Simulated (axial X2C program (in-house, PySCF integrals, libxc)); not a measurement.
Spin–orbit effects down a group: molecules with Te (ions), PBE0

Computed with an in-house all-electron X2C program for linear molecules (integrals from PySCF), spin-free (one-electron X2C) or two-component (2c: spin–orbit coupling with atomic mean-field Coulomb and Gaunt terms, which also bring small scalar terms), in Dyall basis sets with cores contracted in-house; open shells are unrestricted.

Basis sets: H dyall-v3z, K dyall-cv3z, Li dyall-cv3z, Na dyall-cv3z, Rb dyall-cv3z, Te dyall-cv3z.

| molecule | spin-free state | Re (Å) | ωe (cm⁻¹) | De (eV) | 2c state | Re 2c (Å) | ωe 2c (cm⁻¹) | De 2c (eV) |
| --- | --- | --- | --- | --- | --- | --- | --- | --- |
| TeH⁺ | M_S = 1, Λ = 0 | 1.671 | 2113.7 | 2.79 | Ω = 1 | 1.673 | 2100.7 | 2.68 |
| LiTe⁺ | M_S = 1, Λ = 0 | 2.764 | 309.5 | 1.05 | Ω = 1 | 2.772 | 301.1 | 0.87 |
| NaTe⁺ | ? | ? | ? | ? | ? | ? | ? | ? |
| KTe⁺ | M_S = 1, Λ = 0 | 3.594 | 92.4 | 0.45 | Ω = 1 | 3.609 | 87.6 | 0.31 |
| RbTe⁺ | M_S = 1, Λ = 0 | 3.773 | 65.3 | 0.39 | Ω = 1 | 3.788 | 61.6 | 0.25 |

Q: Estimate the 2c Re and ωe of NaTe⁺ as the mean of its neighbours in the table.

A: Re ≈ 3.191 Å, ωe ≈ 194.4 cm⁻¹. The PBE0 runs give the row below, so the estimate misses by 0.060 Å and 49.6 cm⁻¹.

```tsv
molecule	spin-free state	Re (Å)	ωe (cm⁻¹)	De (eV)	2c state	Re 2c (Å)	ωe 2c (cm⁻¹)	De 2c (eV)
NaTe⁺	M_S = 1, Λ = 0	3.118	150.1	0.74	Ω = 1	3.131	144.8	0.57
```

Fragments in 2c: Te+ + H, Te + Li+, Te + Na+, Te + K+, Te + Rb+. Each entry is the lowest single determinant of a limited PBE0 search at one distance. De goes to single-determinant-based atoms at the same level (for ions the charge split of lowest energy) and is withheld (n/a) where an atom does not fit its ground term or J level. Main or longest-lived isotopes. One determinant is a doubtful description, or other states lie close, for TeH⁺, LiTe⁺, NaTe⁺, KTe⁺, RbTe⁺; these need not be ground states, and all values refer to the states named. Some open-shell Ω = 0 determinants are out of reach, so the Ω given for TeH⁺, LiTe⁺, NaTe⁺, KTe⁺, RbTe⁺ need not be the lowest component. With several unpaired electrons the Ω given is that of one determinant, not necessarily of the lowest component. The functionals have no current term, which raises determinants with orbital currents.
